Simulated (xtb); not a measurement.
AlBrClH2N, SMILES [NH2][Al]([Cl])[Br]. All values are semi-empirical tight-binding results from xtb (GFN2-xTB unless named), good for trends rather than for accurate numbers. Geometry optimised at GFN2-xTB. Other conformers were not sampled.

Optimised geometry:

```xyz
6

Al    -0.3864    -0.6440     0.0000
Cl     0.9676    -2.1427     0.0000
Br     0.2570     1.5130     0.0000
N     -2.1395    -0.8887     0.0000
H     -2.8345    -0.1546     0.0000
H     -2.6102    -1.7828     0.0000
```

For metal compounds this method's bond lengths and energies can be far off.

| Item | Value |
|---|---|
| point group as xtb finds it | Cs |
| orbital gap | 4.17 eV |
| zero-point energy | 16.9 kcal/mol |
| G − E(el) at 298.15 K (modified RRHO) | -3.1 kcal/mol |

Q: Give the atomic charges and the Wiberg bond orders between heavy atoms. (The exact figures need the calculation; the answer reports its results.)

A: charges (e) Al1 0.36, Cl2 -0.14, Br3 -0.17, N4 -0.41, H5 0.19, H6 0.18. Bond orders Al1–Cl2 1.35, Al1–Br3 1.23, Al1–N4 1.31.
